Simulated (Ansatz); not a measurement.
The first iterations of a band of H6OW (8 atoms, charge 0, multiplicity 1).

All numbers below come from RHF/def2-SVP (Ansatz 0.2.0).

```yaml
movable_images: 7
climbing_image: yes
spring: 5.0 eV/Å²
optimiser: quadratic models (default)
start_path: through a guess of the saddle point
force_threshold: 0.05 eV/Å
iteration_limit: 60
end_points: relaxed
```

Initial state:

```xyz
8
Properties=species:S:1:pos:R:3
W 0.132 0.004 0.251
O 0.526 -0.226 2.027
H 0.325 -0.540 2.894
H 1.328 0.888 -0.528
H -0.296 1.592 -0.106
H -1.505 0.230 -0.082
H -0.617 -1.320 -0.475
H 1.136 -0.909 -0.743
```

Final state:

```xyz
8
Properties=species:S:1:pos:R:3
W -0.284 -0.093 -0.393
O 0.608 0.302 1.688
H 0.359 -0.191 2.457
H 1.475 0.657 1.819
H 0.332 1.494 -0.712
H -1.771 -0.108 0.495
H 0.808 -1.407 -0.233
H -0.498 -0.935 -1.884
```

| iteration | highest image above the first end (eV) | largest band force component (eV/Å) |
| --- | --- | --- |
| 1 | 8.071 | 9.980 |
| 2 | 6.542 | 3.698 |
| 3 | 5.894 | 4.396 |
| 4 | 5.443 | 1.873 |
| 5 | 4.636 | 3.036 |
| 6 | 4.178 | 1.540 |
| 7 | 3.283 | 2.039 |
| 8 | 3.022 | 1.317 |
| 9 | 2.805 | 0.646 |
| 10 | 2.639 | 0.700 |
| 11 | 2.487 | 0.883 |
| 12 | 2.309 | 0.747 |
| 13 | 2.278 | 0.997 |

Problem. Does the band converge within its limit, and where does its top end?

Solution. The forces met the threshold. It ended after 41 iterations with the highest image 2.749 eV above the first end. The profile has 2 maxima (images 4, 6) with wells between them (image 5): this band takes more than one step, which may be the mechanism or a detour left from its start path. Neighbouring images differ by up to 1.6 eV, so the band resolves the path poorly. A vibrational analysis at the climbing image gives one clearly imaginary mode, 1798i cm⁻¹: a first-order saddle point. The orbitals stay closed-shell, which can raise the energy where a bond breaks towards radicals; this wasn't checked here.

Time of the run: 5.8 min on 1 thread of Arm Neoverse V1, with other jobs on the host, peak memory 0.14 GiB.
